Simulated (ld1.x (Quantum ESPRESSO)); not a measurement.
**Before and after: TM potential for O (Z = 8)**

```
Element                 : O (Z = 8)
Generator               : ld1.x (Quantum ESPRESSO) 7.5
Type                    : norm-conserving Troullier–Martins (Kleinman–Bylander form)
Functional              : PBE
Relativity              : scalar-relativistic
Frozen core             : [He]
Valence charge          : 6
Reference configuration : 2s2 2p2.5 (charge +1.5)
Partial waves           : 2s (bound): rc 0.55 bohr; 3d channel at 0.45 Ry: rc 1.65 bohr; 2p (bound): rc 1.50 bohr
Local potential         : the p channel
Core correction         : a·sin(br)/r model core inside 0.30 bohr
```

Change: reference 2s2 2p4.

Cutoffs: the cutoffs (Ry, on a coarse ladder) from which the occupation-weighted sum of valence levels, in a spherical-Bessel basis at the reference potential, stays within 10 and 1 mRy of its value at 400 Ry; they do not see the model core or the augmentation charge, which bear on the density cutoff. Errors are all-electron minus pseudo energies relative to the spin-unpolarised reference configuration.

Question: What does the change do?

Answer: The range in which the s phases agree widens (upper end 1.0 → 2.8); the range in which the p phases agree widens (upper end 0.7 → 2.4); neither file shows a bound ghost.

| quantity | base | changed |
| --- | --- | --- |
| cutoff, loose | 260 Ry | 260 Ry |
| cutoff, tight | over 300 Ry | over 300 Ry |
| loose cutoff by channel (10 mRy a level) | s 230 Ry, p 55 Ry | s 230 Ry, p 50 Ry |
| bound ghosts | none | none |
| largest error over its own tests, meV | +292 | +2074 |
| s: phases at 1.80 bohr within 0.05 rad from the reference energy up to (Ry; the scan ends near 5) | 1.0 | 2.8 |
| p: phases at 1.80 bohr within 0.05 rad from the reference energy up to (Ry; the scan ends near 5) | 0.7 | 2.4 |
| d: phases at 1.80 bohr within 0.05 rad from the reference energy up to (Ry; the scan ends near 5) | to the end of the scan | to the end of the scan |
